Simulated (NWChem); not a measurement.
Molecule: C3H5BO; SMILES C#CBOC

```xyz
10

B     -0.5470    -0.0530     0.0000
C     -0.0926    -1.5162     0.0000
C      0.2127    -2.6948     0.0000
H      0.4912    -3.7336     0.0000
H     -1.7286     0.2261     0.0000
O      0.3780     0.9196     0.0000
C      0.0501     2.2855     0.0000
H     -1.0409     2.4435     0.0000
H      0.4842     2.7629     0.8917
H      0.4842     2.7629    -0.8917
```
Atoms are numbered in this order, from 1.

All runs: NWChem. Medium grid unless said otherwise, to which SCAN and Minnesota functionals are sensitive. All runs use the structure optimised with PBE0/def2-SVP. Hybrids' shares of exact exchange are those that their runs print; pure functionals count as 0. The functionals differ in more than this share.

```csv
row,share of exact exchange,orbital gap (eV)
PBE/def2-SVP,0.00,4.68
BLYP/def2-SVP,0.00,4.68
TPSSh/def2-SVP,0.10,5.77
B3LYP/def2-SVP,0.20,6.44
M06-2X/def2-SVP,0.54,withheld
```

### Question
Fit a straight line of the last column on the one before it, predict the withheld value, and compare with the run.

### Answer

1. Means of the 4 shown rows: x = 0.075, y = 5.393. Slope Σ(x − x̄)(y − ȳ)/Σ(x − x̄)² = 0.2473/0.02750 = 8.991; intercept 4.718.
2. The shown rows scatter about the line by 0.090 (root mean square); the largest residual is +0.15, at TPSSh/def2-SVP.
3. At x = 0.54 (M06-2X/def2-SVP; beyond the shown range) the line gives 9.57.
4. The run gives 9.13, -0.44 from the line, 4.9 times the scatter.
